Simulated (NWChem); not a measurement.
System: SiHSF, singlet; SMILES F[Si]S

The following NWChem deck was run.

```
start job
memory heap 200 mb stack 900 mb global 1100 mb
geometry units angstroms noautosym nocenter noautoz
  Si     0.660022     0.638535     0.000000
  F     -0.722252     1.544823     0.000000
  S     -0.264527    -1.334335     0.000000
  H      0.957900    -1.940292     0.000000
end
basis spherical
  Si library def2-svp
  F library def2-svp
  S library def2-svp
  H library def2-svp
end
dft
  xc xpbe96 cpbe96
  iterations 150
end
cosmo
  do_cosmo_smd true
  solvent cychexon
end
task dft energy
```

Low-valent species are run as closed-shell singlets; no triplet was tried in these runs. The geometry was optimised at PBE-D3(BJ)/def2-SVP. Solvent: cyclohexanone.

Level: PBE/def2-SVP with SMD (1 M gas to 1 M solution), gas-phase geometry. Reactions with the solvent are ignored.

**Question.** What results follow from this input? (PBE/def2-SVP, SMD on the gas-phase geometry.) Quantities: solvation free energy (kcal/mol); cavity-dispersion-structure term (kcal/mol); dipole in solution (D).

**Answer.** 
```json
{
 "solvation free energy (kcal/mol)": "-3.3",
 "cavity-dispersion-structure term (kcal/mol)": "-0.8",
 "dipole in solution (D)": "2.16"
}
```
